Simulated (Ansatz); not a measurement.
Mulliken charges of FH₅O₂Si₂, SMILES `O[SiH2]O[SiH2]F` from PBE/def2-TZVPP in Ansatz (PBE0-D4/def2-TZVP geometry).

```
atom   x (Å)   y (Å)   z (Å)  charge (e)
  O1  -0.087  -1.357  -1.518      -0.349
 Si2  -0.939  -1.085  -0.148       0.489
  O3  -0.294   0.135   0.736      -0.301
 Si4   0.893   1.234   0.783       0.567
  F5   0.997   1.943  -0.646      -0.290
  H6  -0.123  -0.702  -2.218       0.194
  H7  -0.854  -2.334   0.634      -0.070
  H8  -2.339  -0.701  -0.448      -0.084
  H9   2.201   0.598   1.047      -0.079
 H10   0.545   2.269   1.777      -0.075
```

Task: By hand: the dipole of these point charges (1 e Å = 4.8032 D).

Result: Σ q r = (-0.105, -0.093, 0.214) e Å, of length 0.256 e Å = 1.23 D.

Task: How does the dipole of the full density compare? (An estimate is asked.)

Result: Computed: (-0.072, 0.055, 0.001) e Å, 0.44 D; the point charges give 2.80 times that, at 83° from its direction.

Point charges leave out the atoms' own dipoles, such as those of lone pairs, and Mulliken's split depends on the basis, so the two needn't agree.
